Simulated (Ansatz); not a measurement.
Molecule: NbF$_{3}$, net charge 0, triplet state. The spin state was set by rule; other spins were not relaxed. 
Coordinates optimised at B3LYP-D3(BJ)/def2-TZVP (Ansatz, a first-principles code):
SMILES: [F][Nb]([F])[F]
```xyz
4

Nb     0.0575    -0.0105    -0.0104
F      1.8657    -0.3395    -0.3366
F     -0.9303    -0.4178     1.5486
F     -1.1974     0.8049    -1.1647
```
Charge 0, spin multiplicity 3.

Wanted: atomisation energy (electronic, to ground-state atoms), in eV. Correlated levels leave the core frozen unless marked. UHF or UKS for open shells. No spin-orbit coupling. Frozen are the shells of the preceding noble gas and the d and f shells that filled before the atom's block. Past Kr the def2 sets carry scalar-relativistic core potentials. The coupled-cluster limit lacks core correlation, which all-electron functionals hold. CBS(X,Y): correlation extrapolated as X^-3; Hartree-Fock from the larger set. The bracket is a focal-point correction in the basis named.

```tsv
level	program	atomisation energy (eV)
B3LYP-D3(BJ)/def2-TZVPD	Ansatz + dftd3	(withheld)
PBE0-D4/def2-TZVP	Ansatz + dftd4	17.82
r2SCAN0-D4/def2-TZVPD	Ansatz + dftd4	(withheld)
HSE06-D3(BJ)/def2-TZVPD	Ansatz + dftd3	17.85
RPA@PBE/def2-TZVPP	Ansatz	16.18
RI-MP2/CBS(def2-TZVPP,def2-QZVPP)+[CCSD(T)-MP2]/def2-TZVPP	Ansatz	(withheld)
```

**Question.** Complete the blanks.

**Answer.** 
- B3LYP-D3(BJ)/def2-TZVPD, atomisation energy (eV): 18.38
- r2SCAN0-D4/def2-TZVPD, atomisation energy (eV): 17.30
- RI-MP2/CBS(def2-TZVPP,def2-QZVPP)+[CCSD(T)-MP2]/def2-TZVPP, atomisation energy (eV): 18.56
